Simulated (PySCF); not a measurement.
Ge(H)(Et)2(OH), SMILES [OH][GeH]([CH2]C)[CH2]C (GFN2-xTB optimised geometry):

```
18

Ge    -1.174    -0.465     0.000
O     -1.564     1.256     0.000
C      0.814    -0.465     0.000
C      1.399     0.193    -1.242
C     -2.059    -1.339     1.575
C     -1.535    -0.812     2.903
H     -1.755    -1.028    -1.304
H     -2.488     1.490     0.034
H      1.178    -1.490     0.086
H      1.145     0.072     0.890
H      2.488     0.199    -1.199
H      1.092    -0.341    -2.139
H      1.048     1.218    -1.320
H     -3.136    -1.172     1.508
H     -1.903    -2.415     1.514
H     -0.478    -1.043     3.015
H     -1.652     0.269     2.958
H     -2.072    -1.259     3.739
```

Method: B3LYP/def2-SVP (PySCF).

Problem. What are the frontier orbital energies and the dipole moment?

Solution. HOMO-2 -8.68 eV, HOMO-1 -7.61 eV, HOMO -7.23 eV, LUMO 0.97 eV, LUMO+1 1.30 eV; dipole moment 1.32 D.

Meta-Löwdin charges at B3LYP/def2-SVP: Ge1 0.83, O2 -0.70, C3 -0.35, C4 -0.27, C5 -0.36, C6 -0.27, H7 -0.12, H8 0.31, H9 0.09, H10 0.10, H11 0.09, H12 0.09, H13 0.10, H14 0.09, H15 0.10, H16 0.09, H17 0.09, H18 0.09.
